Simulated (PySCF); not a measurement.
# Ionising CsRb

RHF-MP2; Cs def2-SVPD with ECP46, Rb def2-SVPD with ECP28; scalar-relativistic core potentials (PySCF 2.14). Neutral (RHF): singlet (closed shell), Re = 4.472 Å, ωe = 47.9 cm⁻¹, De = 0.24 eV.

CsRb⁺ (UHF): doublet (σ ↑), Re = 5.284 Å, ωe = 34.1 cm⁻¹, De = 0.51 eV to Cs⁺ + Rb. The energies at the minima are -43.75880 hartree for CsRb and -43.63153 for CsRb⁺.

Work out the adiabatic ionisation energy, without and with harmonic zero-point energies (1 hartree = 27.2114 eV, 1 eV = 8065.5 cm⁻¹), and the change of the bond length.

At MP2: 0.12727 hartree = 3.463 eV between the minima; the zero-point term (34.1 − 47.9)/2 cm⁻¹ = -0.001 eV makes it 3.462 eV. Re changes by +81.2 pm against the neutral. The electron leaves a σ orbital, and the longer bond of the ion fits a bonding orbital, or a change in how ionic the bond is.

CsRb⁻ (ROHF): doublet (σ ↑), Re = 5.056 Å, ωe = 31.0 cm⁻¹. The energies at the minima are -43.75880 hartree for CsRb and -43.77433 for CsRb⁻.

Work out the adiabatic electron affinity, without and with harmonic zero-point energies (1 hartree = 27.2114 eV, 1 eV = 8065.5 cm⁻¹), and the change of the bond length.

At MP2: 0.01553 hartree = 0.423 eV between the minima; the zero-point term (47.9 − 31.0)/2 cm⁻¹ = +0.001 eV makes it 0.424 eV. Re changes by +58.4 pm against the neutral. The electron enters a σ orbital, and the longer bond of the ion fits an antibonding orbital, or a change in how ionic the bond is.

Correlated steps freeze no core orbitals. UHF and ROHF references stand side by side, which adds small steps between rows. Weak bonds: CsRb. Basis-set superposition, not corrected here, can be much of De in a small basis, most of all at correlated wavefunction levels. Spin–orbit coupling is left out. For an ion De counts to the pair picked by the measured ionisation energies or electron affinities, which need not be the lowest pair at this level. Where the molecule has an RHF reference, its open-shell atoms are computed with UHF. States were picked by a PBE0 search and need not be the measured ground states.

Neutral and ion stand on different kinds of reference determinant, which adds to the error of the difference.
